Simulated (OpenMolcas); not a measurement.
**O2+: RASPT2 settings compared**

* Program: OpenMolcas 26.06
* Basis: ANO-R3 [4s4p2d1f]
* Scalar Hamiltonian: X2C, finite nucleus
* Active space: 4 electrons in 9 orbitals (RAS2 2s 2p; RAS3 3d, at most 2 electrons)
* State averaging: 2S+1 = 3 even, 3 roots; 2S+1 = 1 even, 6 roots; 2S+1 = 5 odd, 1 root; 2S+1 = 3 odd, 9 roots; 2S+1 = 1 odd, 8 roots
* Spin-orbit coupling: RASSI with atomic mean-field integrals over the reference wave functions, term energies averaged over their components

Methods on the same reference wave functions:
A. RASSCF
B. SS-RASPT2, IPEA 0.75 Eh, sigma2 regulariser 0.15 Eh (closed shells correlated: 1s)
C. SS-RASPT2, IPEA 0.3 Eh, sigma1 regulariser 0.3 Eh (closed shells correlated: 1s)
D. XMS-RASPT2, IPEA 0.5 Eh, no level shift (closed shells correlated: none)

Energies in cm⁻¹ above 2s² 2p² ³P₀, the measured ground level; measured values from Moore, Selected Tables of Atomic Spectra, NSRDS-NBS 3, section 11.

```csv
Level,A,B,C,D,Measured
2s² 2p² ³P₀,0.0,0.0,0.0,0.0,0.0
2s² 2p² ³P₁,105,105,105,105,113
2s² 2p² ³P₂,311,311,311,311,
2s² 2p² ¹D₂,22437,20850,20840,20730,20273
2s² 2p² ¹S₀,46943,44070,43950,44020,43186
2s 2p³ ⁵S°₂,57042,58930,58910,59150,60325
2s 2p³ ³D°₁,122312,120080,119960,120350,
2s 2p³ ³D°₂,122313,120080,119960,120350,
2s 2p³ ³D°₃,122315,120080,119960,120350,
2s 2p³ ³P°₀,147159,143220,143020,143430,
2s 2p³ ³P°₁,147160,143220,143020,143430,
2s 2p³ ³P°₂,147160,143220,143020,143430,
2s 2p³ ¹D°₂,193134,188150,188030,188920,187054
2s 2p³ ³S°₁,203145,198470,198320,199760,197088
2s 2p³ ¹P°₁,219990,213280,212990,213910,210462
```

Deviations, from unrounded energies. A percentage is the sum of absolute deviations over the sum of measured energies, with the sign that they share, or ± where signs differ.

| Against measurement | Levels | A | B | C | D |
| --- | --- | --- | --- | --- | --- |
| mean absolute deviation (cm-1) | 7 | 4400 | 1200 | 1100 | 1500 |
| fine structure of the ground term (%) | 1 | -7.0 | -6.9 | -6.9 | -6.9 |
| other terms of the ground configuration (%) | 2 | +9.3 | +2.3 | +2.1 | +2.0 |
| other configurations (%) | 4 | ±3.8 | ±1.0 | ±0.9 | ±1.4 |

C lies closest to measurement on these levels and A furthest from it. The largest miss of C in the table is 2s 2p³ ¹P°₁, by +2500 cm-1. The ranking rests on the paired levels alone, and a cruder setting can come out closer through cancelling errors.

Among B to D the level of the table that moves most is 2s 2p³ ³S°₁, by 1400 cm-1 (lowest in C, highest in D). Moves below CASPT2's spread within the term are not significant.

From A to B the spin-free energies of the other terms of 2s² 2p² shown, above ³P, scale by factors of 0.93 to 0.94.

The lowest spin-free term lies below A's lowest term by 0.035 hartree in B, 0.036 hartree in C, 0.026 hartree in D.

Term energies are means over components that CASPT2 splits; among the terms shown or strongly mixed into the levels shown the widest spread is 74 cm-1 (2s 2p³ ³D°, D). Active for correlation alone: 3d; no level in the range computed is led by a configuration that fills it, so any true level of that kind is missing. Measured partners are found by configuration, term and J. A level has none where our copy of the source lacks it or the pairing is in doubt (some pairs that miss far off the trend of their configuration count as doubtful), and it then counts in no deviation. Only configurations of the active space appear.

° marks odd parity.
